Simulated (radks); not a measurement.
Values are calculated unless marked as measured or tabulated.
Q: Species: Lu+. Configuration: [Xe] 4f14 6s2. Code: a radial shooting solver on a logarithmic mesh with Libxc functionals. Model: Dirac Kohn-Sham, PBE, spin-unpolarised, spherical densities, finite nucleus; Fermi nuclear charge, rms radius 5.37 fm. Some entries of the table are withheld. Estimate them.

| orbital | occ. | eigenvalue (hartree) | <1/r> (bohr^-1) |
|---|---|---|---|
| 1s1/2 | 2 | (1) | 82.18 |
| 2s1/2 | 2 | -395.0982 | (2) |
| 2p1/2 | 2 | -377.1790 | 19.86 |
| 2p3/2 | 4 | -336.1124 | 16.96 |
| 3s1/2 | 2 | (3) | 7.291 |
| 3p1/2 | 2 | -81.84348 | 7.208 |
| 3p3/2 | 4 | -73.08411 | 6.463 |
| 3d3/2 | 4 | -59.58668 | 6.352 |
| 3d5/2 | 6 | -57.67421 | 6.173 |
| 4s1/2 | 2 | -18.13147 | 3.053 |
| 4p1/2 | 2 | -14.89605 | 2.943 |
| 4p3/2 | 4 | -12.90368 | 2.683 |
| 4d3/2 | 4 | (4) | 2.462 |
| 4d5/2 | 6 | (5) | 2.398 |
| 5s1/2 | 2 | -2.56508 | (6) |
| 5p1/2 | 2 | -1.66805 | 1.010 |
| 5p3/2 | 4 | -1.41213 | 0.9196 |
| 4f5/2 | 6 | (7) | 1.846 |
| 4f7/2 | 8 | (8) | 1.814 |
| 6s1/2 | 2 | -0.40588 | 0.3857 |

A: 
(1) 1s1/2 eigenvalue (hartree): -2320.807
(2) 2s1/2 <1/r> (bohr^-1): 19.88
(3) 3s1/2 eigenvalue (hartree): -89.78366
(4) 4d3/2 eigenvalue (hartree): -7.58053
(5) 4d5/2 eigenvalue (hartree): -7.21686
(6) 5s1/2 <1/r> (bohr^-1): 1.144
(7) 4f5/2 eigenvalue (hartree): -0.70870
(8) 4f7/2 eigenvalue (hartree): -0.65268
